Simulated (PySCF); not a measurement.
Ge(F)3(SH) (F₃GeHS), SMILES [SH][Ge]([F])([F])[F]. Geometry optimised at B3LYP-D3(BJ)/def2-SVP. This is a generated structure with no PubChem entry under its InChIKey; it may be hypothetical. One conformer was computed; it need not be the lowest.

Problem. Give the equilibrium geometry at B3LYP-D3(BJ)/def2-SVP (PySCF confirms it by a frequency run) as a Z-matrix. (An estimate is asked for; the answer gives what the named calculation found.)

Solution. One answer among several that fit: 
```
Ge
F 1 1.7181
F 1 1.7216 2 107.08
F 1 1.7216 2 107.17 3 111.65
S 1 2.1891 2 109.82 3 -124.20
H 5 1.3557 1 91.65 2 -179.26
```
Charge 0, spin multiplicity 1.
